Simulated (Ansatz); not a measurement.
Input file for CH₃NO₂Si (`OC1=N[SiH]1O`):

```yaml
crystal:
  periodic: [false, false, false]
  atoms:
    - {symbol: O, position_ang: [-0.778193, 0.950511, 1.793152]}
    - {symbol: C, position_ang: [-0.243598, 0.210717, 0.839529]}
    - {symbol: N, position_ang: [0.985221, -0.168406, 0.703476]}
    - {symbol: Si, position_ang: [0.003338, -0.730585, -0.631916]}
    - {symbol: O, position_ang: [0.147142, -0.135483, -2.139065]}
    - {symbol: H, position_ang: [-0.066098, 1.176209, 2.416189]}
    - {symbol: H, position_ang: [-0.363861, -2.142655, -0.798523]}
    - {symbol: H, position_ang: [0.408149, 0.782492, -2.238742]}
basis:
  gaussian: {orbitals: def2-SVP}
correlation: {method: ccsd_t}
```

```sh
$ ansatz run in.yaml --threads 2 --pin off --events-out ev --progress --plain --max-ram 4352MiB
```

The program prints (abridged):

```
Functional definition: HF
868 factors; integrals over basis functions are off by at most 9.4e-4 eV
mean field evaluation 1: about -14484.1167 eV, gradient 4.4e1 eV
mean field evaluation 2: about -14484.1212 eV, gradient 4.4e1 eV
mean field evaluation 4: about -14488.2596 eV, gradient 4.0e0 eV
mean field evaluation 8: about -14488.3169 eV, gradient 4.1e-1 eV
mean field evaluation 16: about -14488.2536 eV, gradient 4.0e0 eV
mean field -14488.31832895 eV, -532.4358780541 hartree, gradient 1.6e-6 eV, S^2 0.000000; 0 other end points of the search recorded, 0 dependent functions left out
9 core orbitals not correlated: weight in the atoms' cores, before any rotation towards them, 1.000 or more for the frozen orbitals, at most 0.000 for the correlated occupied ones
reference -14488.31832895 eV, -532.4358780541 hartree; 14, 14 occupied and 66, 66 virtual orbitals, 868 factors
second order -20.30668365 eV of doubles, -0.00000000 eV of singles
cycle   1  -20.24388892 eV  change    6.3e-2 eV  update   1.1e-1
cycle   2  -20.78704135 eV  change   -5.4e-1 eV  update   3.4e-2
cycle   3  -20.93053846 eV  change   -1.4e-1 eV  update   1.8e-2
cycle   4  -20.92073843 eV  change    9.8e-3 eV  update   4.4e-3
cycle   5  -20.91906955 eV  change    1.7e-3 eV  update   2.1e-3
cycle   6  -20.91975207 eV  change   -6.8e-4 eV  update   6.4e-4
cycle   7  -20.91940278 eV  change    3.5e-4 eV  update   2.8e-4
cycle   8  -20.91930228 eV  change    1.0e-4 eV  update   9.1e-5
cycle   9  -20.91933064 eV  change   -2.8e-5 eV  update   3.5e-5
cycle  10  -20.91933473 eV  change   -4.1e-6 eV  update   1.4e-5
perturbative correction -0.67767421 eV, -0.0249040679 hartree
Total energy: -14509.91533789 eV, -533.2295534936 hartree
```

Run time 3.5 s (2 threads of an Arm Neoverse V2 on a shared host); peak host memory 0.3 GiB.

The correlation energy is -21.597 eV, 3.1 % of it from (T); the T1 diagnostic reads 0.0151.
